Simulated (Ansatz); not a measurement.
A set of 12 reactions (atomization), with CCSD(T)/CBS values in kJ/mol:

| reaction | ΔE |
| --- | --- |
| `CO[Si](F)(F)S[Si](Cl)(Cl)OC` → 2 C• + 2 Cl• + 2 F• + 6 H• + 2 O• + S• + 2 Si• | 6875.0 |
| `CO[CH2][SbH2]` → 2 C• + 7 H• + O• + Sb• | 3662.7 |
| `C1=N[CH2][AlH][Te]1` → Al• + 2 C• + 4 H• + N• + Te• | 3218.7 |
| `C[SiH2]C1CC1` → 4 C• + 10 H• + Si• | 5723.5 |
| `O[Si@@H](F)N[Si@@H](O)F` → 2 F• + 5 H• + N• + 2 O• + 2 Si• | 4882.2 |
| `C=[CH][Al]([CH3])[SiH3]` → Al• + 3 C• + 9 H• + Si• | 4951.4 |
| `C[Se]C(C)=O` → 3 C• + 6 H• + O• + Se• | 4272.5 |
| `O[Si](O)(O)S` → 4 H• + 3 O• + S• + Si• | 3527.5 |
| `C=[N][GaH2]` → C• + Ga• + 4 H• + N• | 2226.3 |
| `C[S][Ga]([F])[F]` → C• + 2 F• + Ga• + 3 H• + S• | 2841.0 |
| `F[B@H-]1[SH+][B@@H-](F)[SH+]1` → 2 B• + 2 F• + 4 H• + 2 S• | 3620.5 |
| `CB(S)CCl` → B• + 2 C• + Cl• + 6 H• + S• | 4032.7 |

Gas-phase electronic energies from Ansatz, PBE0-D4/def2-TZVP geometries. CBS: MP2 limit from def2 TZ/QZ plus the TZ coupled-cluster correction, frozen cores. This one scheme is used for every species, atoms too. Functionals use def2-TZVPP. No spin–orbit coupling; open shells (•) take unrestricted orbitals. Spin–orbit coupling would lower the free atoms: a little for Al, B, C, Cl, F, O, S, Si; clearly for Ga, Se; strongly for Te. Elements past krypton have def2 core potentials. For Ga, Sb, Se, Te outer-core shells are correlated without core-valence functions, so the limit isn't a true one: a few kJ/mol of doubt a bond, and 10 to 20 or more in all where bonds break to atoms. Scalar relativity is left out up to krypton. One conformer a species, not always the lowest.

Question: Give the mean, mean absolute and largest difference (level minus CCSD(T)/CBS, kJ/mol) for: PBE-D4, r2SCAN-D4, PBE0-D4, B2PLYP, PBE, r2SCAN, PBE0, MP2/def2-TZVPP, CCSD/def2-TZVPP, CCSD(T)/def2-TZVPP, MP2/def2-QZVPP, SCS-MP2/def2-QZVPP, HF/CBS(def2), CCSD/CBS(def2). (Estimate.)

Answer: Computed: 
```tsv
level	mean	mean absolute	largest
PBE-D4	72.9	72.9	137.0
r2SCAN-D4	10.9	22.8	62.3
PBE0-D4	-7.2	36.4	-106.9
B2PLYP	-57.3	57.3	-132.3
PBE	45.8	51.1	113.5
r2SCAN	4.2	19.6	55.7
PBE0	-30.4	41.1	-132.1
MP2/def2-TZVPP	-30.0	38.6	-93.3
CCSD/def2-TZVPP	-182.0	182.0	-340.3
CCSD(T)/def2-TZVPP	-114.4	114.4	-219.6
MP2/def2-QZVPP	38.0	48.7	143.9
SCS-MP2/def2-QZVPP	12.6	17.2	47.6
HF/CBS(def2)	-1145.3	1145.3	-1872.0
CCSD/CBS(def2)	-67.6	67.6	-120.7
```

The largest T1 diagnostic in the set is 0.018, for Al• (customary mark 0.045).

CCSD(T)/CBS is a level of theory with its own doubt, and the functionals carry their triple-zeta basis error, so these figures describe this set and don't rank the functionals.
